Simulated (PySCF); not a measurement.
## Fractional electron number in Ag²⁺ (silver, charge +2)

The 4d beta orbital of [Kr] 4d9 is emptied in steps (occupation f), with all orbitals relaxed, ending at [Kr] 4d8. Computed with PySCF 2.14 in def2-SVP with the def2 core potential (28 electrons), with a scalar-relativistic core potential. The exact energy is a straight line in f; departures are measured from the line between the end points of the same method.

| f | PBE0 (eV) | r2SCAN (eV) | LC-wPBE (eV) |
| --- | --- | --- | --- |
| 1 | 0.000 | 0.000 | 0.000 |
| 0.9 | -0.463 | -0.618 | -0.207 |
| 0.7 | -1.089 | -1.447 | -0.489 |
| 0.5 | -1.304 | -1.726 | -0.589 |
| 0.3 | -1.102 | -1.452 | -0.500 |
| 0.1 | -0.475 | -0.623 | -0.216 |
| 0 | 0.000 | 0.000 | 0.000 |

**Question.** For r2SCAN, how does the orbital energy at f = 1 compare with the removal energy?

**Answer.** −ε = 28.208 eV against a total-energy difference of 35.068 eV. By Janak's theorem ε = ∂E/∂f, so the gap between them reflects the curvature. Along the path −ε is 29.561 (f = 0.9), 32.294 (f = 0.7), 35.053 (f = 0.5), 37.826 (f = 0.3), 40.602 (f = 0.1) eV.

| method | E(f=0) − E(f=1) (eV) | −ε at f=1 (eV) | −ε at f=0.5 (eV) |
| --- | --- | --- | --- |
| PBE0 | 35.294 | 30.164 | 35.255 |
| r2SCAN | 35.068 | 28.208 | 35.053 |
| LC-wPBE | 35.313 | 33.032 | 35.279 |

Reference removal energy between the ground levels: 34.8 ± 0.3 eV (semi-empirical (NIST evaluation); NIST Atomic Spectra Database, ionization energies). The calculation has no spin-orbit coupling. The determinant left behind need not be the lowest term of the ion.
